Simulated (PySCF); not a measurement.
**SMILES C=CCn1cnc(Cl)c1, C6H7ClN2**

Geometry:
```tsv
atom	x (Å)	y (Å)	z (Å)
C1	-2.737	-0.337	0.552
C2	-1.655	-0.468	-0.190
C3	-0.728	0.664	-0.536
N4	0.626	0.361	-0.139
C5	1.187	0.592	1.068
N6	2.410	0.142	1.143
C7	2.656	-0.416	-0.066
Cl8	4.151	-1.139	-0.434
C9	1.563	-0.299	-0.883
H10	-3.034	0.615	0.960
H11	-3.376	-1.173	0.775
H12	-1.364	-1.432	-0.586
H13	-0.738	0.833	-1.618
H14	-1.045	1.581	-0.032
H15	0.679	1.096	1.865
H16	1.397	-0.613	-1.892
```

Level of theory: PySCF 2.14.0, GIAO PBE0/MINI magnetisability, rotational g tensor and spin-rotation constants, non-relativistic, gas phase. Geometry: GFN2-xTB.

Task: Give the nuclear spin-rotation constants along the inertial axes (H = +C I·J) beside the isotropic shieldings.

Result: Rotational constants 4.4993, 0.6374, 0.6047 GHz. A star marks the isotopologue with that one atom substituted, in its own axes.
| atom | isotope | Caa (kHz) | Cbb (kHz) | Ccc (kHz) | mean (kHz) | σ (ppm) |
| --- | --- | --- | --- | --- | --- | --- |
| N4 | 14N | 0.505 | 0.043 | 0.025 | 0.191 | 151.9 |
| N6 | 14N | 0.993 | 0.116 | 0.008 | 0.372 | 6.0 |
| Cl8 | 35Cl | 0.474 | 0.160 | 0.077 | 0.237 | 867.1 |
| H10 | 1H | -0.396 | -0.010 | -0.045 | -0.150 | 24.5 |
| H11 | 1H | -0.369 | -0.068 | 0.008 | -0.143 | 24.2 |
| H12 | 1H | -0.417 | -0.010 | -0.040 | -0.155 | 24.3 |
| H13 | 1H | -0.564 | -0.025 | -0.028 | -0.206 | 26.1 |
| H14 | 1H | -0.426 | -0.017 | -0.056 | -0.167 | 26.3 |
| H15 | 1H | -0.235 | 0.009 | -0.081 | -0.102 | 23.7 |
| H16 | 1H | -0.538 | 0.042 | -0.077 | -0.191 | 24.2 |
| C1 | 13C* | 0.926 | 0.129 | 0.149 | 0.401 | 110.9 |
| C2 | 13C* | 0.879 | 0.127 | 0.157 | 0.388 | 111.8 |
| C3 | 13C* | 0.540 | 0.085 | 0.074 | 0.233 | 172.2 |
| C5 | 13C* | 0.989 | 0.186 | 0.078 | 0.418 | 114.4 |
| C7 | 13C* | 1.332 | 0.140 | 0.081 | 0.518 | 113.1 |
| C9 | 13C* | 1.046 | 0.183 | 0.063 | 0.430 | 119.1 |

For the geometry as given, no vibrational averaging.
